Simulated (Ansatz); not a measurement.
Zr₂O₆H₄. The state is a singlet with charge 0. Geometry r2SCAN-D4/def2-SVP, basis def2-TZVP, Ansatz.

```xyz
12

Zr    0.0815    1.2653   -0.9342
Zr   -0.2978   -1.0454    1.3311
O     0.3240   -0.7572    2.9573
O     1.2994   -0.1010    0.0403
O     0.3816    1.7249   -2.7776
O    -1.4080   -0.0695   -0.6995
O    -0.8842   -2.9143    1.1410
O    -1.3540    0.7182    0.5798
H     0.2123    2.8913   -0.0382
H     0.3675    1.9798   -3.7039
H    -0.9214   -3.6854    1.7170
H     2.1991   -0.0067    0.3870
```

| run | HOMO (eV) | LUMO (eV) |
| --- | --- | --- |
| A | -7.82 | -1.99 |
| B | -6.17 | -2.78 |
| C | -6.26 | -2.82 |
| D | -7.15 | -2.31 |
| E | -6.56 | -2.61 |

In the def2 sets Zr takes a core potential; there is no spin–orbit coupling. The structure holds one bond between oxygen atoms, so isomers without such links may lie far lower. Another isomer (singlet) lies 0.07 eV lower at PBE0-D4/def2-TZVP; other spin states weren't run for this one.

Question: The runs used BLYP, PBE, PBE0, r2SCAN, r2SCANh. Estimate which is which.

Answer: A PBE0 (25 % exact exchange); B BLYP (0 % exact exchange); C PBE (0 % exact exchange); D r2SCANh (10 % exact exchange); E r2SCAN (0 % exact exchange). Exact exchange lowers occupied and raises empty levels; among semilocal functionals meta-GGAs tend to open the gap a little, and such runs are hard to tell apart. The gap grows from 3.39 eV (BLYP) to 5.83 eV (PBE0).
